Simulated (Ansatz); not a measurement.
Species: BN, charge 0, multiplicity 3. SMILES: B#N
Geometry from a B3LYP-D3(BJ)/def2-TZVP (Ansatz, a quantum-chemistry and plane-wave program) optimisation:
```
B
N 1 1.3180
```
Charge 0, spin multiplicity 3.

Atomisation energy built up term by term with Ansatz (kcal/mol; UHF references for open shells; valence terms freeze the core; atomic spin-orbit terms are left out). CBS(X,Y): correlation extrapolated as X^-3; Hartree-Fock from the larger set (for Q and 5 zeta extrapolated as (X+1)exp(-9√X)).

| term | basis | kcal/mol |
|---|---|---|
| Hartree-Fock | CBS(cc-pVQZ,cc-pV5Z) | ___ |
| CCSD correlation | CBS(cc-pVQZ,cc-pV5Z) | ___ |
| (T) | CBS(cc-pVQZ,cc-pV5Z) | 6.17 |
| CCSDT - CCSD(T) | cc-pVDZ | 0.76 |
| (Q) | cc-pVDZ | 0.60 |
| core correlation | cc-pwCVTZ | 1.06 |
| scalar relativity (X2C) | cc-pVTZ-DK against cc-pVTZ | -0.13 |
| sum: De |  | ___ |

Question: What belongs in the gaps?

Answer: 
- Hartree-Fock, kcal/mol: 52.84
- CCSD correlation, kcal/mol: 44.74
- sum: De, kcal/mol: 106.1
